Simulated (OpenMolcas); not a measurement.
**What dynamic correlation does to the levels of Rh+**

* Program: OpenMolcas
* Basis: ANO-RCC-VTZP [7s6p4d2f1g]
* Scalar Hamiltonian: DKH2, point nucleus
* Active space: 8 electrons in 6 orbitals (4d 5s)
* State averaging: 2S+1 = 5 even, 15 roots (10 in the spin-orbit step); 2S+1 = 3 even, 55 roots; 2S+1 = 1 even, 43 roots
* Spin-orbit coupling: RASSI with atomic mean-field integrals over the reference wave functions, term energies averaged over their components

Methods on the same reference wave functions:
A. CASSCF
B. SS-CASPT2, IPEA 0.25 Eh, imaginary shift 0.1 Eh (closed shells correlated: 4s 4p)
C. MS-CASPT2, IPEA 0.25 Eh, imaginary shift 0.1 Eh (closed shells correlated: 4s 4p)

Energies in cm⁻¹ above 4d⁸ ³F₄, the measured ground level; measured values from NIST Handbook of Basic Atomic Spectroscopic Data.

```json
{"Level": "4d⁸ ³F₄", "A": "0.0", "B": "0.0", "C": "0.0", "Measured": "0.0"}
{"Level": "4d⁸ ³F₃", "A": "2498", "B": "2510", "C": "2520", "Measured": "2401"}
{"Level": "4d⁸ ³F₂", "A": "3751", "B": "3640", "C": "3620", "Measured": "3581"}
{"Level": "4d⁷ 5s ⁵F₅", "A": "6688", "B": "14930", "C": "14970", "Measured": "16885"}
{"Level": "4d⁷ 5s ⁵F₄", "A": "8323", "B": "16560", "C": "16580", "Measured": "18540"}
{"Level": "4d⁷ 5s ⁵F₃", "A": "9577", "B": "17810", "C": "17850", "Measured": "19792"}
{"Level": "4d⁷ 5s ⁵F₂", "A": "10455", "B": "18680", "C": "18710", "Measured": "20647"}
{"Level": "4d⁷ 5s ⁵F₁", "A": "11009", "B": "19220", "C": "19250", "Measured": "21180"}
{"Level": "4d⁸ ³P₁", "A": "13630", "B": "10340", "C": "9570", "Measured": "10515"}
{"Level": "4d⁸ ³P₀", "A": "13995", "B": "10640", "C": "9840", "Measured": "10761"}
{"Level": "4d⁸ ¹G₄", "A": "16040", "B": "14620", "C": "14260", "Measured": "14855"}
{"Level": "4d⁷ 5s ³F₄(1)", "A": "17176", "B": "22230", "C": "22240", "Measured": "25377"}
{"Level": "4d⁷ 5s ³F₃(1)", "A": "19055", "B": "24290", "C": "24320", "Measured": "27439"}
{"Level": "4d⁷ 5s ³F₂(1)", "A": "20443", "B": "25590", "C": "25610", "Measured": "28835"}
{"Level": "4d⁷ 5s ⁵P₃", "A": "21660", "B": "26340", "C": "26380", "Measured": ""}
{"Level": "4d⁷ 5s ⁵P₂", "A": "22213", "B": "26670", "C": "26660", "Measured": ""}
{"Level": "4d⁷ 5s ⁵P₁", "A": "23048", "B": "27580", "C": "27590", "Measured": ""}
{"Level": "4d⁷ 5s ³G₅", "A": "23900", "B": "29490", "C": "29520", "Measured": ""}
{"Level": "4d⁷ 5s ³G₄", "A": "24782", "B": "30270", "C": "30300", "Measured": ""}
{"Level": "4d⁷ 5s ³G₃", "A": "25879", "B": "31480", "C": "31510", "Measured": ""}
{"Level": "4d⁷ 5s ³H₆", "A": "28759", "B": "33920", "C": "33950", "Measured": ""}
{"Level": "4d⁷ 5s ³P₂(1) [63 %]", "A": "29150", "B": "31890", "C": "32140", "Measured": ""}
{"Level": "4d⁷ 5s ³P₀(2)", "A": "31085", "B": "32830", "C": "33500", "Measured": ""}
{"Level": "4d⁷ 5s ³P₂(2) [58 %]", "A": "31322", "B": "33650", "C": "34110", "Measured": ""}
```

Deviations, from unrounded energies. A percentage is the sum of absolute deviations over the sum of measured energies, with the sign that they share, or ± where signs differ.

| Against measurement | Levels | A | B | C |
| --- | --- | --- | --- | --- |
| mean absolute deviation (cm-1) | 13 | 6400 | 1500 | 1700 |
| fine structure of the ground term (%) | 2 | +4.5 | +2.7 | +2.6 |
| other terms of the ground configuration (%) | 3 | +20.8 | -1.5 | -6.8 |
| other configurations (%) | 8 | -42.5 | -10.8 | -10.7 |

B lies closest to measurement on these levels and A furthest from it. The largest miss of B in the table is 4d⁷ 5s ³F₂(1), by -3200 cm-1. The ranking rests on the paired levels alone, and a cruder setting can come out closer through cancelling errors.

Between B and C the level of the table that moves most is 4d⁸ ³P₀, by 800 cm-1 (lowest in C, highest in B). Moves below CASPT2's spread within the term are not significant.

The mean deviations of B to C differ by less than CASPT2's widest spread within a term (1300 cm-1), so their order carries little weight.

From A to B the spin-free energies of the other terms of 4d⁸ shown, above ³F, scale by factors of 0.70 to 0.89, as is usual when dynamic correlation screens the repulsion within a d or f shell.

The lowest spin-free term lies below A's lowest term by 0.552 hartree in B, 0.552 hartree in C.

Term energies are means over components that CASPT2 splits; among the terms shown or strongly mixed into the levels shown the widest spread is 1300 cm-1 (4d⁸ ³F, C). Some high roots are left out of the spin-orbit mixing, which shifts the levels that they would mix with. A single d shell beside an s shell can misplace configurations of different d count against each other. Without dynamic correlation excited terms often stand tens of per cent too high (terms of higher spin than the ground term too low), and those without a measured partner can miss by more than the paired ones (holds for A). Some levels mix across a computed gap that differs much from the measured one, so their mixing is not that of the real levels (holds for A). The CASPT2 spread within a term exceeds the gap to the next term for 4d⁷ 5s ³P(2) and 4d⁷ 5s ³H, so the order of their levels is uncertain (holds for C). Measured partners are found by configuration, term and J. A level has none where our copy of the source lacks it or the pairing is in doubt (some pairs that miss far off the trend of their configuration count as doubtful), and it then counts in no deviation. Levels of configurations outside the active space are missing. The table leaves out levels that lie high or whose names do not pair safely across all columns.

A share in square brackets marks a mixed level and gives the weight of the term that names it, the lowest over the columns. A number in round brackets counts repeated terms of one configuration in the order of the reference energies.
